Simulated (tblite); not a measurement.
Species: C6H12Ge2.
Atom-mapped SMILES: `[CH:1]#[C:2][C:3](=[CH2:4])[CH2:5][CH2:6][GeH2:7][GeH3:8]` (hydrogens: H9 on C1; H10, H11 on C4; H12, H13 on C5; H14, H15 on C6; H16, H17 on Ge7; H18, H19, H20 on Ge8)

Computed with GFN2-xTB (tblite), gas phase: L-BFGS steps from a force-field or distance-geometry start until the largest atomic force falls under 0.01 eV/Å.

Step 51: E = -617.9722 eV
```
atom  x, y, z in Å  |  force x, y, z in eV/Å
C1      3.9354    0.3572   -0.8095   -0.002   0.002   0.039
C2      2.9454   -0.2329   -0.4720    0.024   0.020   0.026
C3      1.7422   -0.8875   -0.1185   -0.063   0.016  -0.053
C4      1.7319   -2.1119    0.4025   -0.009   0.031  -0.014
C5      0.4757   -0.1021   -0.3391   -0.074   0.067   0.010
C6      0.0378    0.5942    0.9510    0.005  -0.002   0.016
Ge7    -1.6961    1.5257    0.6859    0.023  -0.033   0.064
Ge8    -3.3776    0.1073   -0.2352   -0.030   0.033  -0.016
H9      4.8151    0.8596   -1.0800    0.015   0.004  -0.018
H10     0.7984   -2.5927    0.6433    0.035  -0.054   0.037
H11     2.6387   -2.6569    0.5990   -0.012  -0.022  -0.015
H12    -0.3210   -0.7789   -0.6717    0.035  -0.002   0.030
H13     0.6250    0.6561   -1.1127    0.042  -0.048  -0.041
H14     0.8025    1.3079    1.2681   -0.033  -0.055  -0.014
H15    -0.0642   -0.1475    1.7483   -0.001   0.048  -0.024
H16    -2.1598    2.1233    1.9971    0.014  -0.006  -0.030
H17    -1.4796    2.7261   -0.2048   -0.005  -0.008  -0.007
H18    -3.6886   -1.1196    0.5704    0.030   0.011   0.030
H19    -3.0732   -0.4221   -1.6052    0.027   0.014  -0.016
H20    -4.6932    0.8053   -0.3898   -0.021  -0.014  -0.003
```

Step 52: E = -617.9739 eV
```
atom  x, y, z in Å  |  force x, y, z in eV/Å
C1      3.9229    0.3721   -0.7894    0.005  -0.012   0.051
C2      2.9381   -0.2312   -0.4598    0.003   0.026   0.017
C3      1.7349   -0.8961   -0.1200   -0.023   0.027  -0.061
C4      1.7297   -2.1236    0.3937   -0.006   0.024  -0.003
C5      0.4649   -0.1162   -0.3397   -0.034   0.043  -0.008
C6      0.0500    0.6066    0.9420   -0.012  -0.006   0.012
Ge7    -1.6904    1.5251    0.6855    0.018   0.009   0.060
Ge8    -3.3726    0.1094   -0.2359   -0.031   0.012  -0.017
H9      4.8054    0.8789   -1.0462   -0.018  -0.007  -0.016
H10     0.7978   -2.6125    0.6263    0.046  -0.046   0.032
H11     2.6390   -2.6636    0.5955   -0.026  -0.012  -0.027
H12    -0.3352   -0.8010   -0.6458    0.025  -0.005   0.036
H13     0.6001    0.6254   -1.1308    0.055  -0.036  -0.059
H14     0.8166    1.3302    1.2288   -0.018  -0.047  -0.010
H15    -0.0323   -0.1185    1.7552   -0.012   0.030   0.009
H16    -2.1519    2.1198    1.9981    0.010  -0.004  -0.023
H17    -1.4797    2.7305   -0.2023   -0.013  -0.023  -0.002
H18    -3.6798   -1.1264    0.5588    0.034   0.023   0.030
H19    -3.0745   -0.4086   -1.6121    0.022   0.021  -0.013
H20    -4.6881    0.8106   -0.3746   -0.023  -0.017  -0.008
```

Step 53: E = -617.9754 eV
```
atom  x, y, z in Å  |  force x, y, z in eV/Å
C1      3.9109    0.3860   -0.7693    0.019  -0.018   0.056
C2      2.9312   -0.2300   -0.4474   -0.030   0.028   0.004
C3      1.7278   -0.9040   -0.1225    0.017   0.027  -0.040
C4      1.7275   -2.1342    0.3850   -0.003   0.008   0.006
C5      0.4547   -0.1286   -0.3401    0.016   0.006  -0.023
C6      0.0612    0.6184    0.9333   -0.026  -0.009   0.000
Ge7    -1.6847    1.5244    0.6859    0.004   0.038   0.033
Ge8    -3.3686    0.1118   -0.2370   -0.019  -0.005  -0.014
H9      4.7946    0.8976   -1.0147   -0.041  -0.014  -0.011
H10     0.7986   -2.6325    0.6106    0.040  -0.031   0.025
H11     2.6382   -2.6710    0.5915   -0.025   0.004  -0.040
H12    -0.3474   -0.8212   -0.6203    0.006  -0.007   0.035
H13     0.5782    0.5953   -1.1486    0.052  -0.020  -0.066
H14     0.8290    1.3503    1.1905    0.004  -0.026  -0.004
H15    -0.0017   -0.0892    1.7619   -0.020   0.005   0.032
H16    -2.1442    2.1159    1.9987    0.002   0.006   0.000
H17    -1.4801    2.7337   -0.1994   -0.019  -0.032   0.002
H18    -3.6708   -1.1322    0.5485    0.035   0.033   0.026
H19    -3.0754   -0.3951   -1.6190    0.016   0.028  -0.007
H20    -4.6840    0.8154   -0.3603   -0.028  -0.019  -0.013
```

Step 54: E = -617.9765 eV
```
atom  x, y, z in Å  |  force x, y, z in eV/Å
C1      3.9003    0.3981   -0.7499    0.015  -0.029   0.059
C2      2.9246   -0.2287   -0.4361   -0.038   0.035  -0.013
C3      1.7218   -0.9114   -0.1253    0.035   0.014  -0.005
C4      1.7254   -2.1439    0.3770   -0.001  -0.006   0.010
C5      0.4463   -0.1400   -0.3407    0.038  -0.015  -0.028
C6      0.0712    0.6291    0.9252   -0.011  -0.012  -0.004
Ge7    -1.6798    1.5245    0.6869   -0.011   0.043   0.002
Ge8    -3.3655    0.1138   -0.2383   -0.003  -0.008  -0.008
H9      4.7832    0.9154   -0.9868   -0.050  -0.017  -0.008
H10     0.8001   -2.6515    0.5965    0.027  -0.013   0.016
H11     2.6366   -2.6782    0.5876   -0.009   0.014  -0.049
H12    -0.3580   -0.8393   -0.5967    0.000   0.001   0.032
H13     0.5603    0.5673   -1.1656    0.039  -0.016  -0.048
H14     0.8403    1.3686    1.1553    0.004  -0.024  -0.006
H15     0.0261   -0.0616    1.7694   -0.023  -0.001   0.016
H16    -2.1371    2.1125    1.9996   -0.007   0.017   0.026
H17    -1.4807    2.7360   -0.1967   -0.023  -0.030   0.001
H18    -3.6625   -1.1370    0.5394    0.035   0.039   0.022
H19    -3.0766   -0.3823   -1.6257    0.011   0.032   0.000
H20    -4.6811    0.8193   -0.3478   -0.029  -0.023  -0.017
```

Task: Estimate the geometry and energy of step 55. (The exact step hangs on the optimiser's Hessian estimate; all steps are aligned on step 54, rigid shifts and turns removed.)

Result: E = -617.9768 eV, largest force 0.143 eV/Å
```
atom  x, y, z in Å  |  force x, y, z in eV/Å
C1      3.8964    0.3998   -0.7390    0.108   0.027   0.022
C2      2.9189   -0.2251   -0.4325   -0.140  -0.031   0.002
C3      1.7165   -0.9109   -0.1299    0.029  -0.015   0.047
C4      1.7260   -2.1434    0.3726    0.011  -0.027   0.014
C5      0.4392   -0.1425   -0.3418    0.087  -0.067  -0.038
C6      0.0715    0.6310    0.9203   -0.066   0.009  -0.044
Ge7    -1.6787    1.5258    0.6893   -0.033   0.025  -0.036
Ge8    -3.3658    0.1165   -0.2390    0.026   0.000   0.012
H9      4.7813    0.9133   -0.9723   -0.018   0.009  -0.012
H10     0.8082   -2.6620    0.5942   -0.017   0.007   0.004
H11     2.6388   -2.6737    0.5833    0.026   0.019  -0.053
H12    -0.3634   -0.8438   -0.5859   -0.063  -0.058   0.001
H13     0.5482    0.5557   -1.1725    0.036   0.037  -0.085
H14     0.8399    1.3680    1.1398    0.098   0.090   0.025
H15     0.0346   -0.0514    1.7668   -0.039  -0.089   0.101
H16    -2.1321    2.1143    1.9997   -0.018   0.030   0.060
H17    -1.4753    2.7348   -0.1937   -0.027  -0.009  -0.013
H18    -3.6538   -1.1358    0.5386    0.029   0.031   0.021
H19    -3.0712   -0.3754   -1.6260    0.004   0.029  -0.007
H20    -4.6843    0.8156   -0.3448   -0.034  -0.018  -0.020
```

The energy changes by -0.0002 eV. The first-order estimate −F·Δx gives -0.0019 eV and the mean of the old and new forces, exact on a quadratic surface, -0.0002 eV. The step makes an angle of 77° with the force vector and moves no atom by more than 0.018 Å.

The cost below is that of the whole relaxation. Hardware: one thread, Arm Neoverse N1 (aarch64), shared host. Cost: 1.9 s.
